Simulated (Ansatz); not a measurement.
Computed with Ansatz on PBE0-D4/def2-TZVP structures; ΔE is electronic, products minus reactants. CCSD(T)/CBS adds triple-zeta CCSD(T) − MP2 to the extrapolated MP2 energy (def2 sets, frozen cores). This one scheme is used for every species. Functionals use def2-TZVPP. B3LYP here is the variant with VWN-RPA as its local correlation; programs differ in this. HSE06 is defined as in plane-wave codes. Each species was taken in one conformer, which may not be the lowest.

Reaction (formal hydrolysis of a C–C bond): `N#CCC(F)(F)F` + H₂O → `N#CO` + `CC(F)(F)F`

`N#CCC(F)(F)F`:

```xyz
9

N     1.170    2.012   -1.251
C     0.435    1.238   -0.829
C    -0.509    0.268   -0.306
C     0.150   -0.761    0.597
F     0.722   -0.192    1.656
F    -0.776   -1.617    1.040
F     1.080   -1.460   -0.050
H    -1.283    0.778    0.272
H    -0.989   -0.264   -1.129
```

H₂O:

Cartesian coordinates in Å:
```
O 0.031 0.338 -0.191
H -0.240 0.204 0.720
H 0.208 -0.542 -0.529
```

`N#CO`:

```xyz
4

N     0.889    0.311    1.314
C     0.270    0.218    0.345
O    -0.411    0.181   -0.750
H    -0.749   -0.710   -0.909
```

`CC(F)(F)F`:

Cartesian coordinates in Å:
```
C -0.039 0.714 0.360
C 0.034 -0.622 -0.313
F -1.145 -0.975 -0.846
F 0.933 -0.629 -1.308
F 0.386 -1.592 0.543
H -0.779 0.674 1.158
H -0.327 1.469 -0.370
H 0.937 0.960 0.776
```

```json
{"level": "LDA (SPW92)", "ΔE (kJ/mol)": "32.5", "difference from CCSD(T)/CBS": "-24.5"}
{"level": "PBE-D4", "ΔE (kJ/mol)": "37.0", "difference from CCSD(T)/CBS": "-20.0"}
{"level": "revPBE-D4", "ΔE (kJ/mol)": "39.3", "difference from CCSD(T)/CBS": "-17.7"}
{"level": "BLYP-D4", "ΔE (kJ/mol)": "39.0", "difference from CCSD(T)/CBS": "-18.0"}
{"level": "r2SCAN-D4", "ΔE (kJ/mol)": "38.5", "difference from CCSD(T)/CBS": "-18.5"}
{"level": "B97M-V", "ΔE (kJ/mol)": "38.6", "difference from CCSD(T)/CBS": "-18.4"}
{"level": "r2SCANh-D4", "ΔE (kJ/mol)": "39.9", "difference from CCSD(T)/CBS": "-17.1"}
{"level": "r2SCAN0-D4", "ΔE (kJ/mol)": "41.5", "difference from CCSD(T)/CBS": "-15.5"}
{"level": "BHLYP-D4", "ΔE (kJ/mol)": "44.3", "difference from CCSD(T)/CBS": "-12.7"}
{"level": "CAM-B3LYP-D4", "ΔE (kJ/mol)": "41.9", "difference from CCSD(T)/CBS": "-15.1"}
{"level": "ωB97X-V", "ΔE (kJ/mol)": "43.4", "difference from CCSD(T)/CBS": "-13.6"}
{"level": "ωB97M-V", "ΔE (kJ/mol)": "46.7", "difference from CCSD(T)/CBS": "-10.3"}
{"level": "B2PLYP", "ΔE (kJ/mol)": "44.3", "difference from CCSD(T)/CBS": "-12.7"}
{"level": "PBE-QIDH", "ΔE (kJ/mol)": "46.8", "difference from CCSD(T)/CBS": "-10.2"}
{"level": "PBE", "ΔE (kJ/mol)": "33.9", "difference from CCSD(T)/CBS": "-23.1"}
{"level": "revPBE", "ΔE (kJ/mol)": "33.2", "difference from CCSD(T)/CBS": "-23.8"}
{"level": "BLYP", "ΔE (kJ/mol)": "33.1", "difference from CCSD(T)/CBS": "-23.9"}
{"level": "r2SCAN", "ΔE (kJ/mol)": "37.6", "difference from CCSD(T)/CBS": "-19.4"}
{"level": "PBE0", "ΔE (kJ/mol)": "38.2", "difference from CCSD(T)/CBS": "-18.8"}
{"level": "B3LYP", "ΔE (kJ/mol)": "36.8", "difference from CCSD(T)/CBS": "-20.2"}
{"level": "r2SCANh", "ΔE (kJ/mol)": "38.8", "difference from CCSD(T)/CBS": "-18.2"}
{"level": "r2SCAN0", "ΔE (kJ/mol)": "40.4", "difference from CCSD(T)/CBS": "-16.6"}
{"level": "HSE06", "ΔE (kJ/mol)": "38.1", "difference from CCSD(T)/CBS": "-18.9"}
{"level": "BHLYP", "ΔE (kJ/mol)": "40.5", "difference from CCSD(T)/CBS": "-16.5"}
{"level": "CAM-B3LYP", "ΔE (kJ/mol)": "39.0", "difference from CCSD(T)/CBS": "-18.0"}
{"level": "LC-ωPBE", "ΔE (kJ/mol)": "40.5", "difference from CCSD(T)/CBS": "-16.5"}
{"level": "HF/def2-SVP", "ΔE (kJ/mol)": "31.3", "difference from CCSD(T)/CBS": "-25.7"}
{"level": "MP2/def2-SVP", "ΔE (kJ/mol)": "40.9", "difference from CCSD(T)/CBS": "-16.1"}
{"level": "CCSD/def2-SVP", "ΔE (kJ/mol)": "38.9", "difference from CCSD(T)/CBS": "-18.1"}
{"level": "HF/def2-TZVPP", "ΔE (kJ/mol)": "41.0", "difference from CCSD(T)/CBS": "-16.0"}
{"level": "MP2/def2-TZVPP", "ΔE (kJ/mol)": "57.9", "difference from CCSD(T)/CBS": "0.9"}
{"level": "SCS-MP2/def2-TZVPP", "ΔE (kJ/mol)": "54.9", "difference from CCSD(T)/CBS": "-2.1"}
{"level": "CCSD/def2-TZVPP", "ΔE (kJ/mol)": "52.9", "difference from CCSD(T)/CBS": "-4.1"}
{"level": "CCSD(T)/def2-TZVPP", "ΔE (kJ/mol)": "53.0", "difference from CCSD(T)/CBS": "-4.0"}
{"level": "HF/def2-QZVPP", "ΔE (kJ/mol)": "41.8", "difference from CCSD(T)/CBS": "-15.2"}
{"level": "MP2/def2-QZVPP", "ΔE (kJ/mol)": "60.4", "difference from CCSD(T)/CBS": "3.4"}
{"level": "SCS-MP2/def2-QZVPP", "ΔE (kJ/mol)": "57.4", "difference from CCSD(T)/CBS": "0.4"}
{"level": "HF/CBS(def2)", "ΔE (kJ/mol)": "41.9", "difference from CCSD(T)/CBS": "-15.1"}
{"level": "MP2/CBS(def2)", "ΔE (kJ/mol)": "61.9", "difference from CCSD(T)/CBS": "4.9"}
{"level": "CCSD/CBS(def2)", "ΔE (kJ/mol)": "56.9", "difference from CCSD(T)/CBS": "-0.1"}
{"level": "CCSD(T)/CBS", "ΔE (kJ/mol)": "57.0", "difference from CCSD(T)/CBS": "0"}
```

Largest T1 diagnostic among the species: 0.014.

In def2-TZVPP, CCSD(T) changes the Hartree–Fock value by +12.0 kJ/mol (the triples alone add +0.1 kJ/mol) and MP2 by +16.9 kJ/mol. From BLYP to BHLYP (50 % exact exchange), in def2-TZVPP and without D4, ΔE moves by +7.4 kJ/mol.
